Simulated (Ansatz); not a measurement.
Ansatz (a quantum-chemistry and plane-wave program) input (B3LYP-D3(BJ)/def2-TZVP):

Ansatz 0.2 input:
```yaml
crystal:
  periodic: [false, false, false]
  atoms:
    - {symbol: Si, position_ang: [-0.09677662, 0.17575273, 0.03177917]}
    - {symbol: O, position_ang: [-0.77958667, 1.55589612, -0.11012441]}
    - {symbol: O, position_ang: [-0.71437010, -1.21062191, -0.53562093]}
    - {symbol: O, position_ang: [1.49756499, -0.07303737, -0.11947705]}
    - {symbol: H, position_ang: [-0.35902898, 0.13033463, 1.53617872]}
    - {symbol: H, position_ang: [-1.63026080, -1.23481248, -0.79459028]}
    - {symbol: H, position_ang: [2.08694122, 0.67250678, -0.05720306]}
basis:
  gaussian:
    orbitals: def2-TZVP
hamiltonian:
  xc: b3lyp
  dispersion: d3bj
magnetization: {spin_polarized: true, initial_magnetization: 1}
relax: {f_tol: 0.002, max_steps: 150}
```

End of the output:

```
0.61 GiB of device memory are held for the factors and their scratch space
mean field: 0.61 GiB planned
mean field -14072.83980317 eV, -517.1673238529 hartree, gradient 7.7e-6 eV, S^2 0.753814; 0 other end points of the search recorded, 0 dependent functions left out
the calculation of the forces begins
reference -14072.84002199 eV, -517.1673318944 hartree; 21, 20 occupied and 127, 128 virtual orbitals, 846 factors
relax step   9: F+E_penalty+E_count = -14073.03335690 eV  Δ(F+E_penalty+E_count) = -1.262e-4 eV  max|allowed force component| = 1.238e-3 eV/Å  Δτ_max = 0.0094 Å  (55 SCF iters, accepted)
these checks for a lower state are left out or cut short: starts, cluster_reference, orbital_swaps, neighbouring_geometries, increment
integrals: 0.05 GiB planned
846 factors; their error is unknown
0.20 GiB of the device are held for the grids
0.61 GiB of device memory are held for the factors and their scratch space
mean field: 0.61 GiB planned
mean field -14072.83980551 eV, -517.1673239389 hartree, gradient 1.9e-5 eV, S^2 0.753813; 0 other end points of the search recorded, 0 dependent functions left out
the calculation of the forces begins
reference -14072.84002434 eV, -517.1673319808 hartree; 21, 20 occupied and 127, 128 virtual orbitals, 846 factors
relax step  10: F+E_penalty+E_count = -14073.03335963 eV  Δ(F+E_penalty+E_count) = -2.729e-6 eV  max|allowed force component| = 3.540e-3 eV/Å  Δτ_max = 0.0026 Å  (48 SCF iters, accepted)
these checks for a lower state are left out or cut short: starts, cluster_reference, orbital_swaps, neighbouring_geometries, increment
integrals: 0.05 GiB planned
846 factors; their error is unknown
0.20 GiB of the device are held for the grids
0.61 GiB of device memory are held for the factors and their scratch space
mean field: 0.61 GiB planned
mean field evaluation 128: about -14072.8398 eV, gradient 1.3e-5 eV
mean field -14072.83980371 eV, -517.1673238728 hartree, gradient 7.6e-6 eV, S^2 0.753813; 0 other end points of the search recorded, 0 dependent functions left out
the calculation of the forces begins
reference -14072.84002253 eV, -517.1673319144 hartree; 21, 20 occupied and 127, 128 virtual orbitals, 846 factors
relax step  11: F+E_penalty+E_count = -14073.03336037 eV  Δ(F+E_penalty+E_count) = -7.348e-7 eV  max|allowed force component| = 1.232e-4 eV/Å  Δτ_max = 0.0005 Å  (42 SCF iters, accepted)
integrals: 0.05 GiB planned
846 factors; their error is unknown
0.20 GiB of the device are held for the grids
0.61 GiB of device memory are held for the factors and their scratch space
mean field: 0.61 GiB planned
mean field evaluation 160: about -14072.8398 eV, gradient 2.1e-5 eV
mean field -14072.83980371 eV, -517.1673238728 hartree, gradient 7.6e-6 eV, S^2 0.753813; 3 other end points of the search recorded, 0 dependent functions left out
the calculation of the forces begins
reference -14072.84002253 eV, -517.1673319144 hartree; 21, 20 occupied and 127, 128 virtual orbitals, 846 factors
Total energy: -14073.03357919 eV, -517.1744449905 hartree
Atom 0 at    -0.069961     0.090935     0.121918 Å, force     0.000021    -0.000031    -0.000098 eV/Å
Atom 1 at    -0.758931     1.558707    -0.211912 Å, force     0.000057     0.000007     0.000015 eV/Å
Atom 2 at    -0.722115    -1.181789    -0.657995 Å, force     0.000108     0.000079    -0.000013 eV/Å
Atom 3 at     1.517381    -0.031835    -0.222557 Å, force    -0.000123    -0.000052    -0.000009 eV/Å
Atom 4 at    -0.372828     0.129194     1.579304 Å, force    -0.000052    -0.000020     0.000011 eV/Å
Atom 5 at    -1.679911    -1.242344    -0.696065 Å, force    -0.000097    -0.000062     0.000066 eV/Å
Atom 6 at     2.090849     0.693150     0.038249 Å, force     0.000085     0.000080     0.000028 eV/Å
Dipole moment:    -0.044061     0.011979     0.195461 e Å
```

It need not be the lowest isomer of its formula.
